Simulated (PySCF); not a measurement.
Species: C10H12O2.
Cartesian coordinates in Å at the PBE0-D3(BJ)/def2-SVP level; atoms count from 1:
```xyz
24
C10H12O2 angstrom
C      4.295    0.520   -0.073
C      2.810    0.502   -0.396
C      2.089   -0.629    0.313
O      0.719   -0.710   -0.064
C     -0.128    0.117    0.561
O      0.216    0.905    1.408
C     -1.531   -0.049    0.097
C     -2.514    0.741    0.704
C     -3.842    0.623    0.309
C     -4.193   -0.281   -0.694
C     -3.215   -1.068   -1.302
C     -1.884   -0.956   -0.908
H      4.800    1.361   -0.569
H      4.469    0.623    1.010
H      4.793   -0.407   -0.402
H      2.345    1.454   -0.096
H      2.652    0.394   -1.482
H      2.156   -0.503    1.405
H      2.521   -1.603    0.039
H     -2.208    1.440    1.485
H     -4.609    1.239    0.785
H     -5.237   -0.373   -1.004
H     -3.492   -1.776   -2.087
H     -1.108   -1.565   -1.373
```

The closed-shell ground state was solved at several levels (PySCF, density fitting, gas phase, non-relativistic).

```json
{"level": "PBE0/pcSseg-1", "basis functions": "264", "total energy (Eh)": "-538.0750", "HOMO (eV)": "-7.57", "LUMO (eV)": "-1.36", "gap (eV)": "6.21", "dipole (D)": "1.80"}
{"level": "PBE0/def2-SVPD", "basis functions": "342", "total energy (Eh)": "-537.7761", "HOMO (eV)": "-7.57", "LUMO (eV)": "-1.41", "gap (eV)": "6.16", "dipole (D)": "1.86"}
{"level": "PBE/pcSseg-1", "basis functions": "264", "total energy (Eh)": "-538.0418", "HOMO (eV)": "-6.34", "LUMO (eV)": "-2.20", "gap (eV)": "4.14", "dipole (D)": "1.73"}
```

Estimate the row for B3LYP/pcJ-1, a basis of 444 functions; the other rows only guide the guess.

Total energy -538.7860 Eh, HOMO -7.31 eV, LUMO -1.52 eV, gap 5.79 eV, dipole 1.81 D.

Over all these levels, which gives the widest orbital gap and which the narrowest?

PBE0/pcSseg-1 (global hybrid, 25 % exact exchange) has the widest, 6.21 eV, and PBE/pcSseg-1 (GGA) the narrowest, 4.14 eV. The two share the basis. From the narrowest to the widest the HOMO moves by -1.23 eV and the LUMO by +0.84 eV.

How far do the dipole and the HOMO energy spread over the levels?

The dipole runs from 1.73 to 1.86 D (mean 1.80 D) and the HOMO from -7.57 to -6.34 eV.

One conformer stands for the species.
